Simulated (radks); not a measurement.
Values are calculated unless marked as measured or tabulated.
Q: Radial electron density D(r) = 4 pi r^2 rho(r) of an atom or ion with 13 electrons. Level of theory: Dirac Kohn-Sham, relativistic LDA (MacDonald-Vosko exchange, VWN5 correlation), spin-unpolarised, spherical densities, finite nucleus; Fermi nuclear charge, rms radius of each element as measured or else 0.836 A^(1/3) + 0.57 fm (a radial shooting solver on a logarithmic mesh with Libxc functionals).

r (bohr)  D(r) (e/bohr)
0.005179          2.632
0.006479          3.843
0.008106          5.526
0.01014           7.793
0.01279           10.84
0.016             14.46
0.02002           18.57
0.02504           22.75
0.03133           26.33
0.0392            28.45
0.04943           28.39
0.06185           26.20
0.07737           23.12
0.0968            21.31
0.1211            22.58
0.1527            26.78
0.1911            30.34
0.239             29.27
0.2991            22.46
0.3741            13.46
0.4718            7.286
0.5903            5.665
0.7385            5.216
0.9239            3.518
1.156             1.426
1.458            0.2919
1.824           0.02984
2.282          0.001253

What is the nuclear charge?

A: Z = 24. The innermost maximum, from 1s, lies near gamma/Z bohr with gamma = sqrt(1 - (Z/c)^2) = 0.985, here 0.041 bohr (found: 0.0438), and its height grows with Z. The density is that of the chromium ion Cr11+ in [Ne] 3s2 3p(1/2: 1, 3/2: 0); the configuration itself is not fixed sharply by these data, and Z only to about a unit. D(r) has 2 maxima, at r = 0.0438, 0.205 bohr, and minima at 0.0999 bohr, inside which lie 2.15 electrons.
